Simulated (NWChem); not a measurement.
Species: BIF2; SMILES B(F)(F)I

Computed with NWChem. Geometry: optimised at PBE0/def2-SVP. def2 effective core potentials on I; no spin-orbit coupling. Ions are spin-unrestricted doublets at the neutral geometry. Hybrids' shares of exact exchange are those that their runs print; pure functionals count as 0. The functionals differ in more than this share.

```
row               share of exact exchange  ΔSCF ionisation energy minus −ε(HOMO) (eV)
----------------  -----------------------  ------------------------------------------
PBE/def2-SVPD                        0.00                                        3.57
B3LYP/def2-SVPD                      0.20                                    withheld
PBE0/def2-SVPD                       0.25                                        2.50
M06-2X/def2-SVPD                     0.54                                        1.23
```

### Question
Fit a straight line of the last column on the one before it, predict the withheld value, and compare with the run.

### Answer

1. Means of the 3 shown rows: x = 0.263, y = 2.433. Slope Σ(x − x̄)(y − ȳ)/Σ(x − x̄)² = -0.6331/0.1461 = -4.335; intercept 3.575.
2. The shown rows scatter about the line by 0.006 (root mean square); the largest residual is +0.01, at PBE0/def2-SVPD.
3. At x = 0.20 (B3LYP/def2-SVPD; inside the shown range) the line gives 2.71.
4. The run gives 2.79, +0.08 from the line. The line crosses zero at a share of 0.82, outside the shown range.
